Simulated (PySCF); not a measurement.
## Simulated absorption spectrum

Compound: C₆H₁₁PS₂.
SMILES with atom numbers: `[CH2:1]=[CH:2][P:3]1(=[S:4])[CH2:5][CH2:6][S:7][CH2:8][CH2:9]1` (hydrogens: H10, H11 on C1; H12 on C2; H13, H14 on C5; H15, H16 on C6; H17, H18 on C8; H19, H20 on C9)

Computed, not measured: TDDFT CAM-B3LYP/def2-SVPD, vertical, gas phase, core orbitals frozen in the response (PySCF). Geometry: PBE0-D3(BJ)/def2-SVP, one conformer, isolated molecule.

Broadening: Gaussians 0.4 eV wide at half height, area fixed by f = 4.319×10⁻⁹ ∫ε dν̃. The width is an assumption, not a result. The curve ends short of the highest state used, and states not computed would add to its high-energy end.

```tsv
λ (nm)	ε (L mol⁻¹ cm⁻¹)
204.0	5482
205.4	5709
206.8	5689
208.2	5420
209.6	4937
211.0	4300
212.4	3585
213.8	2864
215.2	2195
216.6	1616
218.0	1146
219.4	784
220.7	536
222.1	348
223.5	225
224.9	150
226.3	112
227.7	100
229.1	108
230.5	131
231.9	167
233.3	212
234.7	263
236.1	318
237.5	372
238.9	421
240.3	461
241.7	489
243.1	503
244.4	503
245.8	489
247.2	462
248.6	425
250.0	381
251.4	333
252.8	284
254.2	237
255.6	193
257.0	154
258.4	120
259.8	92
261.2	69
262.6	51
264.0	37
265.4	26
266.8	18
268.1	13
269.5	9
270.9	6
272.3	4
273.7	2
275.1	2
276.5	1
277.9	1
279.3	0
280.7	0
```

Question: Locate the maxima and give the states behind the curve.

Answer: 244 nm (5.09 eV), ε about 500, made up of S2 (97%); 206 nm (6.02 eV), ε about 5700, made up of S4 (33%) and S5 (57%) (ε in L mol⁻¹ cm⁻¹; maxima over ε = 5, shares over 10%). The states used: S1 5.02 eV (f 0.0003); S2 5.09 eV (f 0.0072); S3 5.57 eV (f 0.0001); S4 5.94 eV (f 0.031); S5 6.03 eV (f 0.049); S6 6.23 eV (f 0.017); S7 6.28 eV (f 0.0007); S8 6.47 eV (f 0.0047); S9 6.64 eV (f 0.024); S10 6.68 eV (f 0.0022).

Question: On this curve, what absorbance would a 10⁻⁴ mol/L sample give at 248 nm over a 1 cm path?

Answer: 248 nm is 4.999 eV, where ε is about 440 L mol⁻¹ cm⁻¹, so A = ε c l ≈ 0.044 (Beer–Lambert, with the gas-phase spectrum and the assumed width).

Question: Coming from long wavelengths, where does ε first pass 100 L mol⁻¹ cm⁻¹?

Answer: At about 259 nm (4.78 eV), 0.24 eV below S1.

Question: What would ε be at 6.02 eV, the highest of these maxima, with half the width (0.2 eV)?

Answer: About 9400 L mol⁻¹ cm⁻¹ against 5730, a factor of about 1.6; a lone state at its own centre would give exactly 2.

All these states lie below the vertical ionisation energy of 8.39 eV (ΔSCF).
